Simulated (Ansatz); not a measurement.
Isolated molecules relaxed with PBE0-D4/def2-TZVP in Ansatz; ΔE leaves out vibrations. CCSD(T)/CBS is the MP2 limit (def2-TZVPP, def2-QZVPP) plus CCSD(T) − MP2 in def2-TZVPP, frozen cores. Functionals use def2-TZVPP. B3LYP here is the variant with VWN-RPA as its local correlation; programs differ in this. Each species was taken in one conformer, which may not be the lowest.

Consider the formal exchange of groups at the Si–Si bond: `F[Si](F)([SiH3])[SiH3]` + `C=CC(=C)N` → `C=C[Si](F)(F)[SiH3]` + `C=C(N)[SiH3]`.

CCSD(T)/CBS gives -18.3 kJ/mol.

**Question.** Another level gave -20.1 kJ/mol. Which?
A. B3LYP-D4/def2-TZVPP
B. PBE0/def2-TZVPP
C. HF/def2-TZVPP
D. CCSD/def2-TZVPP

**Answer.** D. CCSD/def2-TZVPP -20.1, B3LYP-D4 -13.2, PBE0 -4.9, HF/def2-TZVPP -25.4 kJ/mol.

Largest T1 diagnostic among the species: 0.013.

From PBE to PBE0 (25 % exact exchange), in def2-TZVPP and without D4, ΔE moves by −5.3 kJ/mol.

CCSD(T)/CBS has its own doubt, a few kJ/mol and more with outer-core shells, so smaller differences from it don't rank the levels.
